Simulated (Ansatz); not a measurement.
`C=C(Cl)[SiH2]S` + H₂Te → `S[SiH2][TeH]` + `C=CCl` at 400 K and 1 bar (ligand exchange at the Si–C bond).

Computed with Ansatz on PBE0-D4/def2-TZVP structures; ΔE is electronic, products minus reactants. CBS: MP2 limit from def2 TZ/QZ plus the TZ coupled-cluster correction, frozen cores. This one scheme is used for every species. Elements past krypton have def2 core potentials. For Te outer-core shells are correlated without core-valence functions, which leaves a few kJ/mol of doubt a bond. One conformer a species, not always the lowest.

| species | CCSD(T)/CBS energy (Eh) | H − E (kJ/mol) | S (J/(mol·K)) |
| --- | --- | --- | --- |
| `C=C(Cl)[SiH2]S` | -1225.75221 | 192.6 | 397.1 |
| H₂Te | -268.91024 | 45.0 | 239.1 |
| `S[SiH2][TeH]` | -957.02579 | 117.1 | 371.9 |
| `C=CCl` | -537.65823 | 130.0 | 280.5 |

H − E and S are ideal-gas, rigid-rotor, harmonic terms from PBE0-D4/def2-TZVP, for one conformer and one mirror image of each species. 1 Eh = 2625.50 kJ/mol, R = 8.31446 J/(mol·K).

Problem. By hand: ΔE, ΔH, ΔS and ΔG.

Solution. ΔE = (-957.02579) + (-537.65823) − (-1225.75221) − (-268.91024) = -0.02157 Eh = -56.6 kJ/mol. Δ(H − E) = 117.1 + 130.0 − 192.6 − 45.0 = 9.5, so ΔH = -47.1 kJ/mol. ΔS = 371.9 + 280.5 − 397.1 − 239.1 = 16.2 J/(mol·K). ΔG = -47.1 − 400 × (16.2)/1000 = -53.6 kJ/mol.

Problem. By hand: the equilibrium constant, and the temperature at which ΔG would vanish if ΔH and ΔS stayed fixed.

Solution. log₁₀ K = −ΔG/(RT ln 10) = 7.0. ΔH and −TΔS have one sign here, so there is no such temperature.

ΔH outweighs TΔS. A doubt of 5 kJ/mol in ΔE shifts log₁₀ K by 0.7 here. Other conformers and mirror images would add mixing entropy, several J/(mol·K) or more a flexible species. Modes under 60 cm⁻¹, often nearly free rotors, make the harmonic entropy too high. These are equilibria of isolated gas molecules and say nothing of rates. Largest T1 diagnostic: 0.011 (customary marks: 0.02 for closed shells, 0.045 for open ones).
